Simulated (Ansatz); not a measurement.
One change: `C=C[B](C)[GaH][F]` becomes `C=CB(C)BCl`.

Ansatz, PBE0-D4/def2-TZVP geometries, multiplicity 1. Each molecule was computed in one conformer, which needn't be the lowest.

Scalar relativity is left out up to krypton.

```tsv
property	`C=C[B](C)[GaH][F]`
LUMO energy (B3LYP/def2-TZVPP) / eV	-2.43
LUMO energy (ωB97M-V/def2-TZVPP) / eV	-0.27
size of the dipole moment (ωB97M-V/def2-TZVPP) / D	3.71
HOMO energy (PBE/def2-TZVPP) / eV	-6.05
LUMO energy (PBE0/def2-TZVPP) / eV	-2.24
size of the dipole moment (B3LYP/def2-TZVPP) / D	3.74
```

**Question.** What does the change do to each property? (An estimate is asked.)

**Answer.** The calculation gave: 
```
                                          property  `C=CB(C)BCl`  shift
               LUMO energy (B3LYP/def2-TZVPP) / eV         -2.02   0.41
             LUMO energy (ωB97M-V/def2-TZVPP) / eV          0.17   0.44
size of the dipole moment (ωB97M-V/def2-TZVPP) / D          1.62  -2.09
                 HOMO energy (PBE/def2-TZVPP) / eV         -6.18  -0.13
                LUMO energy (PBE0/def2-TZVPP) / eV         -1.84   0.40
  size of the dipole moment (B3LYP/def2-TZVPP) / D          1.63  -2.11
```

With PBE0 the HOMO falls by 0.26 eV and the LUMO rises by 0.40 eV, so the gap widens by about 0.66 eV. PBE moves the HOMO by -0.13 eV and ωB97M-V by -0.36 eV. Dipoles are sizes alone; their direction can turn.

B3LYP here is the variant with VWN-RPA as its local correlation; programs differ in this.
